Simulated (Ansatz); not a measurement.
`[Cl][Ge][Br]` + H₂O → `[OH][Ge][Br]` + HCl at 700 K and 1 bar (formal hydrolysis of a Ge–Cl bond).

Computed with Ansatz on PBE0-D4/def2-TZVP structures; ΔE is electronic, products minus reactants. CCSD(T)/CBS adds triple-zeta CCSD(T) − MP2 to the extrapolated MP2 energy (def2 sets, frozen cores). This one scheme is used for every species. For Br, Ge outer-core shells are correlated without core-valence functions, which leaves a few kJ/mol of doubt a bond. Scalar relativity is left out up to krypton. One conformer a species, not always the lowest.

```json
{"species": "`[Cl][Ge][Br]`", "CCSD(T)/CBS energy (Eh)": "-5109.28758", "H − E (kJ/mol)": "41.3", "S (J/(mol·K))": "360.9"}
{"species": "H₂O", "CCSD(T)/CBS energy (Eh)": "-76.37941", "H − E (kJ/mol)": "80.5", "S (J/(mol·K))": "218.4"}
{"species": "`[OH][Ge][Br]`", "CCSD(T)/CBS energy (Eh)": "-4725.27533", "H − E (kJ/mol)": "78.4", "S (J/(mol·K))": "360.9"}
{"species": "HCl", "CCSD(T)/CBS energy (Eh)": "-460.38127", "H − E (kJ/mol)": "38.4", "S (J/(mol·K))": "211.8"}
```

H − E and S are ideal-gas, rigid-rotor, harmonic terms from PBE0-D4/def2-TZVP, for one conformer and one mirror image of each species. 1 Eh = 2625.50 kJ/mol, R = 8.31446 J/(mol·K).

By hand: ΔE, ΔH, ΔS and ΔG.

ΔE = (-4725.27533) + (-460.38127) − (-5109.28758) − (-76.37941) = 0.01039 Eh = 27.3 kJ/mol. Δ(H − E) = 78.4 + 38.4 − 41.3 − 80.5 = -5.0, so ΔH = 22.3 kJ/mol. ΔS = 360.9 + 211.8 − 360.9 − 218.4 = -6.6 J/(mol·K). ΔG = 22.3 − 700 × (-6.6)/1000 = 26.9 kJ/mol.

By hand: the equilibrium constant, and the temperature at which ΔG would vanish if ΔH and ΔS stayed fixed.

log₁₀ K = −ΔG/(RT ln 10) = -2.0. ΔH and −TΔS have one sign here, so there is no such temperature.

The number of gas molecules stays the same, so ΔS is small and ΔH decides. A doubt of 5 kJ/mol in ΔE shifts log₁₀ K by 0.4 here. Other conformers and mirror images would add mixing entropy, several J/(mol·K) or more a flexible species. These are equilibria of isolated gas molecules and say nothing of rates. Largest T1 diagnostic: 0.013 (customary marks: 0.02 for closed shells, 0.045 for open ones).

ΔS is within the doubt of such terms, so its sign, and with it that verdict, could turn.
